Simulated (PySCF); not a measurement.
B₂FHN (calculated)

Calculation on a computer-drawn molecule: vertical ionisation energy to the stated ion spin, frozen-core CCSD(T) at the basis limit and cheaper methods, single-reference cases, UHF for radicals, no spin-orbit; all values are single points at the evaluated structure, the first of each entry, which is the reference or a displaced copy of it and isn't optimised; the reference structure only sets the zero of the energies above reference; triples share is (T) over the correlation energy. Program: PySCF 2.14.0.

Common to all runs: charge 1; multiplicity 1; ion multiplicity 2; diffuse functions no; basis cc-pVnZ; reference is the Hartree-Fock double-zeta minimum; best is HF at quadruple zeta + MP2 correlation extrapolated from triple and quadruple zeta + CCSD(T) minus MP2 at triple zeta; basis step is the size of the change from the same recipe one zeta lower.

(1) B₂FHN

Evaluated structure:
```xyz
5
B2FHN
B     -2.1332    -1.1068    -2.6295
N     -1.6892    -0.8725    -1.4510
B     -1.2434    -0.6371    -0.2670
F     -0.8132    -0.4100     0.8757
H     -2.5382    -1.3206    -3.7046
```

Reference structure:
```xyz
5
B2FHN
B     -2.1332    -1.1068    -2.6295
N     -1.6892    -0.8725    -1.4510
B     -1.2434    -0.6371    -0.2670
F     -0.8132    -0.4100     0.8757
H     -2.5382    -1.3206    -3.7046
```

```
ionisation energy best                    : 19.8 eV
ionisation energy basis step              : 0.03348 eV
energy above reference best               : 0 kcal/mol
energy above reference basis step         : 0 kcal/mol
ionisation energy Koopmans at triple zeta : 20.16 eV
ionisation energy EOM CCSD at triple zeta : 19.66 eV
total energy HF triple zeta               : -203.7392 hartree
total energy CCSD(T) triple zeta          : -204.3576 hartree
total energy best                         : -204.4540 hartree
T1 diagnostic at triple zeta              : 0.01487
D1 diagnostic at triple zeta              : 0.03189
ion T1 diagnostic at triple zeta          : 0.01972
ion D1 diagnostic at triple zeta          : 0.08063
ion spin squared at triple zeta           : 0.7562
triples share at triple zeta              : 0.03887
basis functions triple zeta               : 134
```

Drawn bonds:
```csv
atom,other atom,order
1,2,1
2,3,2
3,4,1
1,5,1
```

Triple zeta:
```csv
method,ionisation energy (eV),energy above reference (kcal/mol)
HF,18.1,0
PBE,19.7,0
r2SCAN,19.6,0
B3LYP,19.72,0
wB97X,19.58,0
MP2,19.83,0
CCSD,19.53,0
CCSD(T),19.66,0
```

(2) B₂FHN

Evaluated structure:
```xyz
5
B2FHN
B     -2.1244    -1.1020    -2.6153
N     -1.6979    -0.8867    -1.3819
B     -1.2452    -0.6285    -0.3393
F     -0.7940    -0.4168     0.8668
H     -2.5855    -1.3768    -3.7174
```

Reference structure:
```xyz
5
B2FHN
B     -2.1332    -1.1068    -2.6295
N     -1.6892    -0.8725    -1.4510
B     -1.2434    -0.6371    -0.2670
F     -0.8132    -0.4100     0.8757
H     -2.5382    -1.3206    -3.7046
```

```
ionisation energy best                    : 20.33 eV
ionisation energy basis step              : 0.04229 eV
energy above reference best               : 20.81 kcal/mol
energy above reference basis step         : 0.1605 kcal/mol
ionisation energy Koopmans at triple zeta : 20.78 eV
ionisation energy EOM CCSD at triple zeta : 20.18 eV
total energy HF triple zeta               : -203.7065 hartree
total energy CCSD(T) triple zeta          : -204.3237 hartree
total energy best                         : -204.4208 hartree
T1 diagnostic at triple zeta              : 0.01537
D1 diagnostic at triple zeta              : 0.03232
ion T1 diagnostic at triple zeta          : 0.02895
ion D1 diagnostic at triple zeta          : 0.1474
ion spin squared at triple zeta           : 0.7562
triples share at triple zeta              : 0.03825
basis functions triple zeta               : 134
```

Drawn bonds:
```csv
atom,other atom,order
1,2,1
2,3,2
3,4,1
1,5,1
```

Triple zeta:
```csv
method,ionisation energy (eV),energy above reference (kcal/mol)
HF,18.76,20.46
PBE,19.98,20.51
r2SCAN,19.99,20.6
B3LYP,20.13,20.27
wB97X,20.09,20.31
MP2,20.39,21.56
CCSD,20.09,21.01
CCSD(T),20.18,21.28
```

(3) B₂FHN

Evaluated structure:
```xyz
5
B2FHN
B     -2.1328    -1.1281    -2.6371
N     -1.7616    -0.9009    -1.6025
B     -1.2638    -0.6545    -0.3784
F     -0.8494    -0.4142     0.7542
H     -2.5140    -1.3141    -3.6779
```

Reference structure:
```xyz
5
B2FHN
B     -2.1332    -1.1068    -2.6295
N     -1.6892    -0.8725    -1.4510
B     -1.2434    -0.6371    -0.2670
F     -0.8132    -0.4100     0.8757
H     -2.5382    -1.3206    -3.7046
```

```
ionisation energy best                    : 20.49 eV
ionisation energy basis step              : 0.03682 eV
energy above reference best               : 29.96 kcal/mol
energy above reference basis step         : 1.201 kcal/mol
ionisation energy Koopmans at triple zeta : 20.93 eV
ionisation energy EOM CCSD at triple zeta : 20.38 eV
total energy HF triple zeta               : -203.6935 hartree
total energy CCSD(T) triple zeta          : -204.3078 hartree
total energy best                         : -204.4062 hartree
T1 diagnostic at triple zeta              : 0.01379
D1 diagnostic at triple zeta              : 0.03355
ion T1 diagnostic at triple zeta          : 0.01861
ion D1 diagnostic at triple zeta          : 0.07313
ion spin squared at triple zeta           : 0.7555
triples share at triple zeta              : 0.03722
basis functions triple zeta               : 134
```

Drawn bonds:
```csv
atom,other atom,order
1,2,1
2,3,2
3,4,1
1,5,1
```

Triple zeta:
```csv
method,ionisation energy (eV),energy above reference (kcal/mol)
HF,18.86,28.64
PBE,20.34,31.24
r2SCAN,20.32,29.98
B3LYP,20.42,29.43
wB97X,20.31,29.62
MP2,20.51,31.08
CCSD,20.24,30.51
CCSD(T),20.36,31.24
```

(4) B₂FHN

Evaluated structure:
```xyz
5
B2FHN
B     -2.1508    -1.0575    -2.6759
N     -1.6223    -0.7957    -1.3446
B     -1.2297    -0.6597    -0.2069
F     -0.7490    -0.4124     0.9169
H     -2.4370    -1.3380    -3.7463
```

Reference structure:
```xyz
5
B2FHN
B     -2.1332    -1.1068    -2.6295
N     -1.6892    -0.8725    -1.4510
B     -1.2434    -0.6371    -0.2670
F     -0.8132    -0.4100     0.8757
H     -2.5382    -1.3206    -3.7046
```

```
ionisation energy best                    : 19.27 eV
ionisation energy basis step              : 0.03138 eV
energy above reference best               : 23.87 kcal/mol
energy above reference basis step         : 0.5241 kcal/mol
ionisation energy Koopmans at triple zeta : 19.62 eV
ionisation energy EOM CCSD at triple zeta : 19.09 eV
total energy HF triple zeta               : -203.6989 hartree
total energy CCSD(T) triple zeta          : -204.3199 hartree
total energy best                         : -204.4159 hartree
T1 diagnostic at triple zeta              : 0.017
D1 diagnostic at triple zeta              : 0.03919
ion T1 diagnostic at triple zeta          : 0.0216
ion D1 diagnostic at triple zeta          : 0.09455
ion spin squared at triple zeta           : 0.7574
triples share at triple zeta              : 0.03993
basis functions triple zeta               : 134
```

Drawn bonds:
```csv
atom,other atom,order
1,2,1
2,3,2
3,4,1
1,5,1
```

Triple zeta:
```csv
method,ionisation energy (eV),energy above reference (kcal/mol)
HF,17.52,25.26
PBE,19.14,23.19
r2SCAN,19.04,24.05
B3LYP,19.16,24.03
wB97X,19.01,24.29
MP2,19.31,24.05
CCSD,18.98,24.13
CCSD(T),19.13,23.65
```

(5) B₂FHN

Evaluated structure:
```xyz
5
B2FHN
B     -2.0914    -1.1055    -2.6385
N     -1.6793    -0.8826    -1.4387
B     -1.3191    -0.6588    -0.4093
F     -0.8536    -0.4546     0.7447
H     -2.5776    -1.3556    -3.7251
```

Reference structure:
```xyz
5
B2FHN
B     -2.1332    -1.1068    -2.6295
N     -1.6892    -0.8725    -1.4510
B     -1.2434    -0.6371    -0.2670
F     -0.8132    -0.4100     0.8757
H     -2.5382    -1.3206    -3.7046
```

```
ionisation energy best                    : 20.74 eV
ionisation energy basis step              : 0.04309 eV
energy above reference best               : 37.91 kcal/mol
energy above reference basis step         : 1.145 kcal/mol
ionisation energy Koopmans at triple zeta : 21.22 eV
ionisation energy EOM CCSD at triple zeta : 20.59 eV
total energy HF triple zeta               : -203.6829 hartree
total energy CCSD(T) triple zeta          : -204.2948 hartree
total energy best                         : -204.3935 hartree
T1 diagnostic at triple zeta              : 0.01449
D1 diagnostic at triple zeta              : 0.03133
ion T1 diagnostic at triple zeta          : 0.03066
ion D1 diagnostic at triple zeta          : 0.1618
ion spin squared at triple zeta           : 0.7563
triples share at triple zeta              : 0.0367
basis functions triple zeta               : 134
```

Drawn bonds:
```csv
atom,other atom,order
1,2,1
2,3,2
3,4,1
1,5,1
```

Triple zeta:
```csv
method,ionisation energy (eV),energy above reference (kcal/mol)
HF,19.25,35.28
PBE,20.32,39.05
r2SCAN,20.36,37.62
B3LYP,20.51,37.09
wB97X,20.49,37.33
MP2,20.82,39.7
CCSD,20.52,38.42
CCSD(T),20.6,39.42
```

(6) B₂FHN

Evaluated structure:
```xyz
5
B2FHN
B     -2.0964    -1.1653    -2.6257
N     -1.6824    -0.9336    -1.2038
B     -1.2242    -0.4920    -0.2758
F     -0.9452    -0.5035     0.9077
H     -2.6098    -1.3159    -3.7668
```

Reference structure:
```xyz
5
B2FHN
B     -2.1332    -1.1068    -2.6295
N     -1.6892    -0.8725    -1.4510
B     -1.2434    -0.6371    -0.2670
F     -0.8132    -0.4100     0.8757
H     -2.5382    -1.3206    -3.7046
```

```
ionisation energy best                    : 19.36 eV
ionisation energy basis step              : 0.02966 eV
energy above reference best               : 66.29 kcal/mol
energy above reference basis step         : 0.3953 kcal/mol
ionisation energy Koopmans at triple zeta : 19.79 eV
ionisation energy EOM CCSD at triple zeta : 19.17 eV
total energy HF triple zeta               : -203.6317 hartree
total energy CCSD(T) triple zeta          : -204.2506 hartree
total energy best                         : -204.3483 hartree
T1 diagnostic at triple zeta              : 0.01734
D1 diagnostic at triple zeta              : 0.04221
ion T1 diagnostic at triple zeta          : 0.02627
ion D1 diagnostic at triple zeta          : 0.1303
ion spin squared at triple zeta           : 0.7582
triples share at triple zeta              : 0.03907
basis functions triple zeta               : 134
```

Drawn bonds:
```csv
atom,other atom,order
1,2,1
2,3,2
3,4,1
1,5,1
```

Triple zeta:
```csv
method,ionisation energy (eV),energy above reference (kcal/mol)
HF,17.67,67.44
PBE,19.14,65.64
r2SCAN,19.08,66.25
B3LYP,19.2,66.39
wB97X,19.08,66.62
MP2,19.41,68.14
CCSD,19.08,67.24
CCSD(T),19.21,67.15
```

(7) B₂FHN

Evaluated structure:
```xyz
5
B2FHN
B     -2.0964    -1.1653    -2.6257
N     -1.6824    -0.9336    -1.2038
B     -1.2144    -0.4826    -0.2560
F     -0.9354    -0.4941     0.9275
H     -2.6098    -1.3159    -3.7668
```

Reference structure:
```xyz
5
B2FHN
B     -2.1332    -1.1068    -2.6295
N     -1.6892    -0.8725    -1.4510
B     -1.2434    -0.6371    -0.2670
F     -0.8132    -0.4100     0.8757
H     -2.5382    -1.3206    -3.7046
```

```
ionisation energy best                    : 19.23 eV
ionisation energy basis step              : 0.02831 eV
energy above reference best               : 57.04 kcal/mol
energy above reference basis step         : 0.1405 kcal/mol
ionisation energy Koopmans at triple zeta : 19.64 eV
ionisation energy EOM CCSD at triple zeta : 19.05 eV
total energy HF triple zeta               : -203.6456 hartree
total energy CCSD(T) triple zeta          : -204.2659 hartree
total energy best                         : -204.3631 hartree
T1 diagnostic at triple zeta              : 0.01744
D1 diagnostic at triple zeta              : 0.04227
ion T1 diagnostic at triple zeta          : 0.0258
ion D1 diagnostic at triple zeta          : 0.1261
ion spin squared at triple zeta           : 0.7581
triples share at triple zeta              : 0.03953
basis functions triple zeta               : 134
```

Drawn bonds:
```csv
atom,other atom,order
1,2,1
2,3,2
3,4,1
1,5,1
```

Triple zeta:
```csv
method,ionisation energy (eV),energy above reference (kcal/mol)
HF,17.52,58.72
PBE,19.05,56.13
r2SCAN,18.97,57.01
B3LYP,19.09,57.28
wB97X,18.96,57.51
MP2,19.28,58.52
CCSD,18.95,57.88
CCSD(T),19.09,57.58
```

(8) B₂FHN

Evaluated structure:
```xyz
5
B2FHN
B     -2.0964    -1.1653    -2.6257
N     -1.6824    -0.9336    -1.2038
B     -1.2099    -0.4783    -0.2469
F     -0.9309    -0.4898     0.9366
H     -2.6098    -1.3159    -3.7668
```

Reference structure:
```xyz
5
B2FHN
B     -2.1332    -1.1068    -2.6295
N     -1.6892    -0.8725    -1.4510
B     -1.2434    -0.6371    -0.2670
F     -0.8132    -0.4100     0.8757
H     -2.5382    -1.3206    -3.7046
```

```
ionisation energy best                    : 19.18 eV
ionisation energy basis step              : 0.02773 eV
energy above reference best               : 53.46 kcal/mol
energy above reference basis step         : 0.02754 kcal/mol
ionisation energy Koopmans at triple zeta : 19.58 eV
ionisation energy EOM CCSD at triple zeta : 18.99 eV
total energy HF triple zeta               : -203.6509 hartree
total energy CCSD(T) triple zeta          : -204.2718 hartree
total energy best                         : -204.3688 hartree
T1 diagnostic at triple zeta              : 0.01749
D1 diagnostic at triple zeta              : 0.04231
ion T1 diagnostic at triple zeta          : 0.02563
ion D1 diagnostic at triple zeta          : 0.1245
ion spin squared at triple zeta           : 0.7581
triples share at triple zeta              : 0.03974
basis functions triple zeta               : 134
```

Drawn bonds:
```csv
atom,other atom,order
1,2,1
2,3,2
3,4,1
1,5,1
```

Triple zeta:
```csv
method,ionisation energy (eV),energy above reference (kcal/mol)
HF,17.45,55.38
PBE,19.01,52.42
r2SCAN,18.92,53.44
B3LYP,19.04,53.75
wB97X,18.9,53.99
MP2,19.22,54.78
CCSD,18.89,54.26
CCSD(T),19.03,53.86
```

(9) B₂FHN

Evaluated structure:
```xyz
5
B2FHN
B     -2.1885    -1.1726    -2.6562
N     -1.7259    -0.8229    -1.5031
B     -1.2609    -0.5996    -0.3244
F     -0.8139    -0.4859     0.8199
H     -2.4878    -1.3458    -3.7079
```

Reference structure:
```xyz
5
B2FHN
B     -2.1332    -1.1068    -2.6295
N     -1.6892    -0.8725    -1.4510
B     -1.2434    -0.6371    -0.2670
F     -0.8132    -0.4100     0.8757
H     -2.5382    -1.3206    -3.7046
```

```
ionisation energy best                    : 19.74 eV
ionisation energy basis step              : 0.03189 eV
energy above reference best               : 2.291 kcal/mol
energy above reference basis step         : 0.01476 kcal/mol
ionisation energy Koopmans at triple zeta : 20.08 eV
ionisation energy EOM CCSD at triple zeta : 19.59 eV
total energy HF triple zeta               : -203.7356 hartree
total energy CCSD(T) triple zeta          : -204.3539 hartree
total energy best                         : -204.4503 hartree
T1 diagnostic at triple zeta              : 0.01495
D1 diagnostic at triple zeta              : 0.03179
ion T1 diagnostic at triple zeta          : 0.0195
ion D1 diagnostic at triple zeta          : 0.07895
ion spin squared at triple zeta           : 0.7563
triples share at triple zeta              : 0.03887
basis functions triple zeta               : 134
```

Drawn bonds:
```csv
atom,other atom,order
1,2,1
2,3,2
3,4,1
1,5,1
```

Triple zeta:
```csv
method,ionisation energy (eV),energy above reference (kcal/mol)
HF,18.03,2.211
PBE,19.64,2.638
r2SCAN,19.54,2.37
B3LYP,19.66,2.294
wB97X,19.52,2.508
MP2,19.77,2.272
CCSD,19.47,2.347
CCSD(T),19.6,2.351
```

(10) B₂FHN

Evaluated structure:
```xyz
5
B2FHN
B     -2.1333    -1.1264    -2.6324
N     -1.7129    -0.8538    -1.4448
B     -1.1600    -0.6203    -0.0805
F     -0.7419    -0.3749     1.0728
H     -2.5188    -1.3330    -3.7240
```

Reference structure:
```xyz
5
B2FHN
B     -2.1332    -1.1068    -2.6295
N     -1.6892    -0.8725    -1.4510
B     -1.2434    -0.6371    -0.2670
F     -0.8132    -0.4100     0.8757
H     -2.5382    -1.3206    -3.7046
```

```
ionisation energy best                    : 18.77 eV
ionisation energy basis step              : 0.02704 eV
energy above reference best               : 20.13 kcal/mol
energy above reference basis step         : 1.204 kcal/mol
ionisation energy Koopmans at triple zeta : 19.12 eV
ionisation energy EOM CCSD at triple zeta : 18.62 eV
total energy HF triple zeta               : -203.6981 hartree
total energy CCSD(T) triple zeta          : -204.3275 hartree
total energy best                         : -204.4219 hartree
T1 diagnostic at triple zeta              : 0.01644
D1 diagnostic at triple zeta              : 0.03933
ion T1 diagnostic at triple zeta          : 0.01829
ion D1 diagnostic at triple zeta          : 0.0564
ion spin squared at triple zeta           : 0.7583
triples share at triple zeta              : 0.04183
basis functions triple zeta               : 134
```

Drawn bonds:
```csv
atom,other atom,order
1,2,1
2,3,2
3,4,1
1,5,1
```

Triple zeta:
```csv
method,ionisation energy (eV),energy above reference (kcal/mol)
HF,16.93,25.78
PBE,18.78,17.79
r2SCAN,18.61,20.53
B3LYP,18.71,20.77
wB97X,18.53,20.9
MP2,18.81,18.94
CCSD,18.46,20.35
CCSD(T),18.63,18.92
```
